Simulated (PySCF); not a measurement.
C₃H₉ClOSi, SMILES [SiH2](Cl)C(C)(C)O. Atoms are numbered in the order given.

```xyz
15

C     -0.3265     1.9834     1.3163
C     -0.5484     0.6659     0.5739
C     -1.3155    -0.3476     1.4312
O     -1.2870     0.9929    -0.6158
Si     1.1354    -0.0411    -0.0263
Cl     0.6127    -1.5790    -1.3654
H     -1.3097     2.4209     1.5916
H      0.2000     2.7188     0.6758
H      0.2582     1.8323     2.2459
H     -0.7847    -0.5693     2.3798
H     -1.4540    -1.3059     0.8888
H     -2.3192     0.0603     1.6742
H     -1.3674     0.1652    -1.1325
H      1.9955    -0.6474     1.0491
H      1.9077     0.9896    -0.7948
```

The structure is a stationary point at PBE-D3(BJ)/def2-SVP. One conformer was computed; it need not be the lowest.

Calculation: r2SCAN/def2-TZVP (PySCF).

Atomic charges (e):

| atom | Mulliken | Löwdin | meta-Löwdin |
|---|---|---|---|
| C1 | -0.33 | -0.28 | -0.34 |
| C2 | 0.08 | -0.54 | 0.05 |
| C3 | -0.35 | -0.29 | -0.36 |
| O4 | -0.44 | 0.01 | -0.54 |
| Si5 | 0.38 | 0.07 | 0.65 |
| Cl6 | -0.29 | 0.17 | -0.32 |
| H7 | 0.11 | 0.13 | 0.12 |
| H8 | 0.12 | 0.13 | 0.12 |
| H9 | 0.11 | 0.13 | 0.11 |
| H10 | 0.11 | 0.13 | 0.12 |
| H11 | 0.12 | 0.12 | 0.11 |
| H12 | 0.12 | 0.13 | 0.12 |
| H13 | 0.31 | 0.17 | 0.33 |
| H14 | -0.03 | -0.04 | -0.10 |
| H15 | -0.02 | -0.03 | -0.09 |

Computed Mayer and Wiberg (Löwdin basis) orders of the bonds:
```json
[
 {"bond": "C1–C2", "Mayer": "0.93", "Wiberg": "1.23"},
 {"bond": "C2–C3", "Mayer": "0.97", "Wiberg": "1.23"},
 {"bond": "C2–O4", "Mayer": "0.95", "Wiberg": "1.48"},
 {"bond": "C2–Si5", "Mayer": "0.98", "Wiberg": "0.99"},
 {"bond": "Si5–Cl6", "Mayer": "1.06", "Wiberg": "1.72"},
 {"bond": "C1–H7", "Mayer": "0.96", "Wiberg": "0.89"},
 {"bond": "C1–H8", "Mayer": "0.97", "Wiberg": "0.89"},
 {"bond": "C1–H9", "Mayer": "0.97", "Wiberg": "0.89"},
 {"bond": "C3–H10", "Mayer": "0.96", "Wiberg": "0.89"},
 {"bond": "C3–H11", "Mayer": "0.95", "Wiberg": "0.89"},
 {"bond": "C3–H12", "Mayer": "0.96", "Wiberg": "0.89"},
 {"bond": "O4–H13", "Mayer": "0.87", "Wiberg": "1.00"},
 {"bond": "Si5–H14", "Mayer": "0.92", "Wiberg": "0.93"},
 {"bond": "Si5–H15", "Mayer": "0.93", "Wiberg": "0.93"}
]
```
